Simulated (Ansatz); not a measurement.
Rh₅⁻, 5 atoms. Hardware: 4 threads of Arm Neoverse V2 on a shared host.

In the def2 sets Rh takes a core potential; there is no spin–orbit coupling. Correlated methods freeze no core orbitals; core or outer-core shells of Rh are correlated, in sets that lack core-valence functions.

Question: How many basis functions does each of these Ansatz runs have, and roughly what does it cost? PBE-D4/def2-TZVPD, charge -1 singlet, energy and forces, from earlier orbitals; r2SCAN-D4/def2-TZVPD, charge -1 singlet, energy, from earlier orbitals; PBE0-D4/def2-TZVPD, charge -1 singlet, energy, from earlier orbitals; LC-ωPBE/def2-TZVPD, charge -1 singlet, energy, from earlier orbitals; MP2/def2-TZVPD, charge -1 singlet, energy, from earlier orbitals; B97M-V/def2-TZVPD, charge -1 singlet, energy, from earlier orbitals; B3LYP-D4/def2-SVPD, charge -1 singlet, relaxation, 4 steps; r2SCANh-D4/def2-TZVPD, charge -1 singlet, energy, from earlier orbitals.

Answer: Other jobs shared the machine, so times can vary by a factor of up to 3. A dash marks memory too small to be measured apart from the calling script's.

| run | functions | fitting or Cholesky vectors | wall time | peak host memory (GiB) |
| --- | --- | --- | --- | --- |
| PBE-D4/def2-TZVPD, charge -1 singlet, energy and forces, from earlier orbitals | 200 | 1770 | 6 s | – |
| r2SCAN-D4/def2-TZVPD, charge -1 singlet, energy, from earlier orbitals | 200 | 1770 | 9.5 s | – |
| r2SCANh-D4/def2-TZVPD, charge -1 singlet, energy, from earlier orbitals | 200 | 1770 | 11 s | 0.82 |
| PBE0-D4/def2-TZVPD, charge -1 singlet, energy, from earlier orbitals | 200 | 1875 | 13 s | 0.8 |
| B97M-V/def2-TZVPD, charge -1 singlet, energy, from earlier orbitals | 200 | 1770 | 20 s | – |
| B3LYP-D4/def2-SVPD, charge -1 singlet, relaxation, 4 steps | 170 | 1906 | 24 s | 0.68 |
| LC-ωPBE/def2-TZVPD, charge -1 singlet, energy, from earlier orbitals | 200 | 1770 | 27 s | 0.84 |
| MP2/def2-TZVPD, charge -1 singlet, energy, from earlier orbitals | 200 | 1955 | 64 s | 1.1 |
